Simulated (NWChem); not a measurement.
System: PH, triplet; SMILES [PH]

Input file for NWChem:

```
start job
memory heap 200 mb stack 900 mb global 1100 mb
geometry units angstroms
  P      0.000000     0.000000    -0.106552
  H      0.000000     0.000000     1.330555
end
basis spherical
  P library cc-pvdz
  H library cc-pvdz
end
dft
  odft
  mult 3
  xc b3lyp
  iterations 150
end
driver
  maxiter 120
end
task dft optimize
task dft freq
```

No stability test was run on the SCF state. B3LYP is NWChem's, with the RPA form of VWN correlation.

The level has its own optimisation; frequencies are unscaled.

What results follow from this input? (B3LYP/cc-pVDZ, spin-unrestricted.) Quantities: basis functions; r H–P (Å); highest harmonic frequency (cm⁻¹); zero-point energy (kcal/mol); dipole (D).


```
Item                               Value
---------------------------------  -----
number of basis functions             23
r H–P (Å)                          1.446
highest harmonic frequency (cm⁻¹)   2321
zero-point energy (kcal/mol)         3.3
dipole (D)                          0.50
```
